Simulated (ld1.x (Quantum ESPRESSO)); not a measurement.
**As: one change to a TM semilocal potential, before and after**

arsenic (As), norm-conserving Troullier–Martins (semilocal form), made with ld1.x (Quantum ESPRESSO) 7.5 (LDA (PZ), scalar-relativistic). Core [Ar] 3d10, reference 4s2 4p2.5 (charge +0.5). Waves: 4p (bound): rc 2.05 bohr; 4s (bound): rc 1.60 bohr. Local part: the s channel. Core correction: a·sin(br)/r model core inside 1.40 bohr.

Change: wave 4p (bound): rc 2.05 bohr becomes 4p (bound): rc 2.36 bohr.

Cutoffs: the cutoffs (Ry, on a coarse ladder) from which the occupation-weighted sum of valence levels, in a spherical-Bessel basis at the reference potential, stays within 10 and 1 mRy of its value at 400 Ry; they do not see the model core or the augmentation charge, which bear on the density cutoff. Errors are all-electron minus pseudo energies relative to the spin-unpolarised reference configuration.

Q: How do hardness, ghosts and transferability respond?

A: The potential gets neither clearly harder nor softer (35 Ry and 50 Ry → 35 Ry and 50 Ry); of the 9 tests that both files solve, the error grows in 3 and shrinks in 4 by more than 15 % and 0.3 meV (median size 10.4 → 3.6 meV); neither file shows a bound ghost. A semilocal file is local in each channel, so a ghost entry of none says nothing of the separable form that plane-wave codes build from it.

```tsv
quantity	base	changed
cutoff, loose	35 Ry	35 Ry
cutoff, tight	50 Ry	50 Ry
bound ghosts	none	none
error for 4s2 4p3, meV [ΔE -3.64 eV]	+0.5	+0.6
error for 4s2 4p2, meV [ΔE 5.69 eV]	-1.5	-1.5
error for 4s2 4p1, meV [ΔE 23.85 eV]	-16	-19
error for 4s2 4p3.3, meV [ΔE -4.91 eV]	+0.6	+0.9
error for 4s1 4p3, meV [ΔE 15.85 eV]	-8.5	-3.6
error for 4s0 4p5, meV [ΔE 15.57 eV]	-14	-0.9
error for 4s1 4p0, meV [ΔE 103.00 eV]	-284	-329
error for 4s2 4p2.5 (spin-polarised), meV [ΔE -1.03 eV]	+10	+5.1
error for 4s2 4p3 (spin-polarised), meV [ΔE -4.96 eV]	+13	+7.0
```
